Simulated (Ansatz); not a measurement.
Input file:

```yaml
crystal:
  periodic: [false, false, false]
  atoms:
    - { symbol: C, position_ang: [0.013987, 1.201423, -0.994501] }
    - { symbol: C, position_ang: [0.093653, 0.146215, 0.103822] }
    - { symbol: C, position_ang: [1.327875, -0.737383, -0.093345] }
    - { symbol: "N", position_ang: [0.068593, 0.830302, 1.393278] }
    - { symbol: Ge, position_ang: [-1.565063, -0.950248, 0.068462] }
    - { symbol: H, position_ang: [0.916988, 1.840024, -0.971824] }
    - { symbol: H, position_ang: [-0.040293, 0.749222, -1.996626] }
    - { symbol: H, position_ang: [-0.859397, 1.855428, -0.854043] }
    - { symbol: H, position_ang: [1.403527, -1.508365, 0.691149] }
    - { symbol: H, position_ang: [2.245066, -0.122264, -0.04398] }
    - { symbol: H, position_ang: [1.322738, -1.25147, -1.068023] }
    - { symbol: H, position_ang: [0.221958, 0.16895, 2.153388] }
    - { symbol: H, position_ang: [0.835238, 1.504637, 1.444403] }
    - { symbol: H, position_ang: [-1.593826, -1.878001, -1.167601] }
    - { symbol: H, position_ang: [-2.80541, -0.039413, 0.043059] }
    - { symbol: H, position_ang: [-1.608535, -1.83156, 1.336683] }
basis:
  gaussian: { orbitals: def2-SVP }
hamiltonian:
  xc: pbe0
neb:
  order_check: false
  images: 7
  f_tol: 0.05
  max_iterations: 45
  initial_path: idpp
  final_atoms:
    - { symbol: C, position_ang: [0.0611638, 1.19425368, -1.03387586] }
    - { symbol: C, position_ang: [0.1793045, 0.15898166, 0.07921508] }
    - { symbol: C, position_ang: [1.39568988, -0.7319307, -0.1472372] }
    - { symbol: "N", position_ang: [0.35784463, 0.86497607, 1.34448179] }
    - { symbol: Ge, position_ang: [-1.47533182, -0.9632004, 0.13157861] }
    - { symbol: H, position_ang: [0.96075406, 1.83276365, -1.04052818] }
    - { symbol: H, position_ang: [-0.03867651, 0.71818668, -2.02128114] }
    - { symbol: H, position_ang: [-0.8121718, 1.85099433, -0.88833418] }
    - { symbol: H, position_ang: [1.50100666, -1.48754328, 0.64849887] }
    - { symbol: H, position_ang: [2.31026309, -0.11507961, -0.14409856] }
    - { symbol: H, position_ang: [1.33478817, -1.26444554, -1.10865779] }
    - { symbol: H, position_ang: [-0.43615324, 1.47133894, 1.5443538] }
    - { symbol: H, position_ang: [0.43527281, 0.21289542, 2.12358084] }
    - { symbol: H, position_ang: [-1.76098039, -1.75530076, -1.16540996] }
    - { symbol: H, position_ang: [-2.68381515, -0.04322193, 0.42039224] }
    - { symbol: H, position_ang: [-1.3518597, -1.96617122, 1.30162263] }
```

Command:

```bash
$ ansatz run input.yaml --threads 2 --pin off --max-ram 3072MiB --backend cpu --events-out ev --progress --plain --runs-dir out
```

Hardware: 2 threads of Arm Neoverse V2 (shared host).

Task: Roughly how long does this run take, and how much memory?

Result: 3.5 min, with a peak of 0.45 GiB, for 5 band iterations.
